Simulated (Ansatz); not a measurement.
Gas-phase electronic energies from Ansatz, PBE0-D4/def2-TZVP geometries. CCSD(T)/CBS adds triple-zeta CCSD(T) − MP2 to the extrapolated MP2 energy (def2 sets, frozen cores). This one scheme is used for every species. DFT in def2-TZVPP. For V outer-core shells are correlated without core-valence functions, which leaves a few kJ/mol of doubt a bond. Scalar relativity is left out up to krypton. Each species was taken in one conformer, which may not be the lowest.

Reaction (ligand exchange at a V–F bond): `[NH]=[V]([OH])([OH])[F]` + HCl → `[NH]=[V]([OH])([OH])[Cl]` + H–F

CCSD(T)/CBS gives +1.5 kcal/mol.

**Question.** Another level gave +3.5 kcal/mol. Which?
A. r2SCAN0/def2-TZVPP
B. CAM-B3LYP/def2-TZVPP
C. HF/def2-TZVPP
D. SCS-MP2/def2-TZVPP

**Answer.** A. r2SCAN0 3.5, HF/def2-TZVPP 4.8, CAM-B3LYP 6.6, SCS-MP2/def2-TZVPP -1.0 kcal/mol.

Largest T1 diagnostic among the species: 0.030, so the coupled-cluster value is less sure than usual.

The D4 term adds −1.2 kcal/mol with B3LYP and −0.7 kcal/mol with PBE0; it sums over pairs of atoms, weighted by their polarisabilities, and B3LYP, whose exchange is more repulsive, gets the larger term. At CCSD(T), def2-SVP lies +4.8 kcal/mol from the extrapolated value and def2-TZVPP +0.8 kcal/mol. From BLYP to BHLYP (50 % exact exchange), in def2-TZVPP and without D4, ΔE moves by −2.0 kcal/mol.

B3LYP here is the variant with VWN-RPA as its local correlation; programs differ in this.
